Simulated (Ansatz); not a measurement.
Ideal-gas functions of Br$_{2}$HIn, SMILES `[Br][InH][Br]` at 500 K and 1 bar, from an Ansatz frequency run at PBE0-D4/def2-TZVP.

Molar mass 275.63 g/mol, point group C2v (symmetry number 2), electronic degeneracy 1, moments of inertia 128.345, 670.101, 798.447 u Å². Harmonic wavenumbers (cm⁻¹, unscaled): 69, 246, 267, 366, 461, 1894.

Use S(trans) = R[1.5 ln M + 2.5 ln T − 1.1517]; rotational temperatures θ = 24.2544 K / I; S(rot) = R[ln(√π/σ · √(T³/θAθBθC)) + 1.5]; for each mode x = 1.438777 ν̃/T, S = R[x/(eˣ − 1) − ln(1 − e⁻ˣ)] and H = RT x/(eˣ − 1); 1 cm⁻¹ = 0.0119627 kJ/mol; R = 8.31446 J/(mol·K).

**Question.** By hand: the entropy, in J/(mol·K).

**Answer.** Translation 189.7. Rotation: θ = 0.189, 0.0362, 0.0304 K, giving 124.2. Vibration, mode by mode: 21.77, 11.36, 10.71, 8.26, 6.55, 0.23, in all 58.9. Electronic 0.0. Sum 372.8 J/(mol·K).

**Question.** By hand: H − E and G − E in kJ/mol, counted from the electronic energy.

**Answer.** Zero-point energy ½ × 3303 × 0.0119627 = 19.8; thermal vibration 13.8; translation, rotation and pV give 4 RT = 16.6. H − E = 50.2 kJ/mol, and G − E = 50.2 − 500 × 372.8/1000 = -136.2 kJ/mol.

Vibration gives 16 % of the entropy, 21.8 J/(mol·K) of it from the mode under 150 cm⁻¹: soft modes count most, and the harmonic formula is weakest for them.
